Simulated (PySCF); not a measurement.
SMILES Cl[SiH2]c1cc[c]([Ge]([Cl])([Cl])[Cl])cc1 (C6H6Cl4GeSi) at its GFN2-xTB optimised geometry (Å):

```
18

Si     3.3853    -0.3836     0.0002
Cl     4.0837     1.1618    -1.0819
C      1.4934    -0.3540    -0.0192
C      0.7696     0.5516    -0.7896
C     -0.6139     0.5522    -0.7840
C     -1.3014    -0.3605     0.0000
C     -0.5993    -1.2735     0.7718
C      0.7828    -1.2657     0.7580
Ge    -3.3054    -0.3605     0.0000
Cl    -4.0936    -1.3725     1.7085
Cl    -4.0859    -1.3390    -1.7352
Cl    -4.0837     1.6295     0.0000
H      3.8621    -1.6295    -0.5978
H      3.8575    -0.2442     1.3766
H      1.2946     1.2703    -1.4021
H     -1.1603     1.2652    -1.3861
H     -1.1352    -1.9860     1.3837
H      1.3222    -1.9795     1.3634
```

Method: CAM-B3LYP/def2-SVP (PySCF). Cells within 0.4 Å of a nucleus heavier than hydrogen are left out (blank, or x).

Map of the electron localisation function on the plane z = 0.0 Å:

```
|000000000000000000000000000|
|000000000000000000000000000|
|000000000000000000000000000|
|000000000000000000000000000|
|000000000000000000000000000|
|000000000000000000000000000|
|000011100000000000000000000|
|001345540000000000000000000|
|004688873000000000014542000|
|02683x884001222100036775200|
|03790x572014545420036776300|
|016886851026676640026765300|
|002466223468655875423643100|
|0000217538156037x8917020000|
|000011xx29xx4025x896x010000|
|000012114769634976700661000|
|000001212147676762159994000|
|000000000015666530059996000|
|000000000002333310029994000|
|000000000000111000004630000|
|000000000000000000000000000|
|000000000000000000000000000|
|000000000000000000000000000|
|000000000000000000000000000|
|000000000000000000000000000|
|000000000000000000000000000|
|000000000000000000000000000|
```
Scale: ten equal steps from 0.000 (start of '0') to 0.996 (end of '9'), in the order '0123456789'; x runs from -6.50 to 6.50, y from -6.50 (bottom) to 6.50 (top).
